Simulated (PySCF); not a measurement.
# RuOF2: breathing scan

Method: UB3LYP/[Ru def2-SVP with ECP28, O def2-SVP, F def2-SVP], scalar-relativistic core potentials, density fitting, no spin–orbit coupling, PySCF.

Rigid scan from the triplet minimum (Ru–F 1.838 Å (×2), Ru–O 1.653 Å; F–Ru–F 124.3°, F–Ru–O 117.9° (×2)). Coordinate: all bonds to the central atom scaled together. Energies in kJ/mol from the minimum.

| scale of all bonds to the centre | E (kJ/mol) | dipole size (D) | ⟨S²⟩ |
| --- | --- | --- | --- |
| 0.88 | 387.6 | 0.36 | 2.00 |
| 0.92 | 149.1 | 0.28 | 2.01 |
| 0.96 | 32.4 | 0.18 | 2.01 |
| 1.00 | 0.0 | 0.06 | 2.01 |
| 1.04 | 24.8 | 0.08 | 2.01 |
| 1.08 | 87.5 | 0.22 | 2.02 |
| 1.14 | 222.7 | 0.52 | 2.14 |
| 1.22 | 410.8 | 1.42 | 2.88 |
| 1.35 | 680.3 | 2.51 | 3.44 |

Spin contamination is strong at 1.22, 1.35, so these points are less reliable.

Other spin states or occupations of the open shell can lie lower.
